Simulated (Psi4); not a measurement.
C2H6B3O3, doublet, geometry from GFN2-xTB. Base run: BLYP/6-31G* run with Psi4.

Geometry (Å):
```xyz
14

C     -2.5579    -0.8657     0.5302
B     -1.1824    -0.1384     0.2192
O     -1.1193     1.2231     0.0836
B      0.0620     1.8473    -0.1768
O      1.1974     1.1081    -0.3057
B      1.1693    -0.2556    -0.1784
C      2.4911    -1.1178    -0.3427
O     -0.0284    -0.8533     0.0839
H     -3.3964    -0.1772     0.5096
H     -2.7471    -1.6605    -0.1865
H     -2.5278    -1.3310     1.5125
H      2.5711    -1.8667     0.4402
H      3.3837    -0.5009    -0.3260
H      2.4751    -1.6530    -1.2895
```
Charge 0, spin multiplicity 2.
Orbitals are unrestricted.
All else is at Psi4's defaults (density fitting, Cartesian functions).
Base energy -380.15910 Eh.

The base run was repeated with changes; each row names its change, and settings that it needs were set with it.

| change | ΔE vs base (mEh) | SCF cycles | grid points | basis functions |
|---|---|---|---|---|
| base | 0.000 | 10 | 295108 | 132 |
| dft_spherical_points = 434 | -0.005 | 10 | 423775 | 132 |
| dft_spherical_points = 110 | -0.364 | 10 | 107882 | 132 |
| dft_pruning_scheme = robust | 0.000 | 10 | 200900 | 132 |
| guess = sap | 0.000 | 13 | 295108 | 132 |
| scf_type = pk | 0.190 | 10 | 295108 | 132 |
| guess = core | 0.000 | 18 | 295108 | 132 |
| scf_type = dfdirj+cosx | 0.001 | 11 | 295108 | 132 |
| dft_radial_scheme = becke | 0.000 | 10 | 260851 | 132 |
| guess = modhuckel | 0.000 | 11 | 295108 | 132 |
| e_convergence = 1e-10 | 0.000 | 12 | 295108 | 132 |
| guess = sapgau | 0.000 | 13 | 295108 | 132 |
| scf_type = dfdirj+link | 0.001 | 10 | 295108 | 132 |

Open shells are given as the SCF converged; they aren't shown to be the lowest states, and a large step between rows can be another state.
